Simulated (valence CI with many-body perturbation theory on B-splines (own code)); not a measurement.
**Co13+: fill in the table**

Method: configuration interaction combined with many-body perturbation theory (CI+MBPT): four valence electrons over a frozen Dirac-Fock core [Ne], radial functions for each j: 11 s, 11 p, 10 d, 8 f, 5 g, 2 h, with the one-electron correlation potential Σ1 (screened to all orders), the two-electron term Σ2, the three-electron term Σ3, Breit, model QED; selected single and double excitations, second order for the rest, scaled by the run's own slope (own B-spline code, finite nucleus).

No measured spectrum was set against this ion. As an estimate, levels of excited configurations hold to 0.05 to 0.15 % of their energy, terms of the ground configuration to about 0.5 %. Among the levels kept, up to 560 cm⁻¹ of a level comes from second order outside the variational space, and about a tenth of that is noise between levels of different J, which matters for small intervals.

| Level | E (cm⁻¹) |
| --- | --- |
| 3s2 3p2 3P_0 | 0 |
| 3s2 3p2 3P_1 | 11840 |
| 3s2 3p2 3P_2 | 22690 |
| 3s2 3p2 1D_2 | 55075 |
| 3s2 3p2 1S_0 | 101370 |
| 3s 3p3 5S°_2 | 233890 |
| 3s 3p3 3D°_1 | ? |
| 3s 3p3 3D°_2 | ? |
| 3s 3p3 3D°_3 | ? |
| 3s 3p3 3P°_0 | 356020 |
| 3s 3p3 3P°_1 | 357050 |
| 3s 3p3 3P°_2 | 357910 |
| 3s 3p3 1D°_2 | 392000 |
| 3s 3p3 3S°_1 | ? |
| 3s2 3p 3d 3F°_2 | 461290 |
| 3s2 3p 3d 3F°_3 | ? |
| 3s 3p3 1P°_1 | 473380 |
| 3s2 3p 3d 3F°_4 | 482110 |
| 3s2 3p 3d 3P°_2 | 520980 |
| 3s2 3p 3d 3P°_1 | ? |

Names give the largest LS component (configuration and term), which can be under half, so a name can repeat, a term be missing and a line seem to break the LS rules; names also repeat where a configuration has a term twice.

The levels stand in rising order. What does the calculation give for the missing energies?

3s 3p3 3D°_1 310840; 3s 3p3 3D°_2 311050; 3s 3p3 3D°_3 314880; 3s 3p3 3S°_1 446740; 3s2 3p 3d 3F°_3 469590; 3s2 3p 3d 3P°_1 530320.
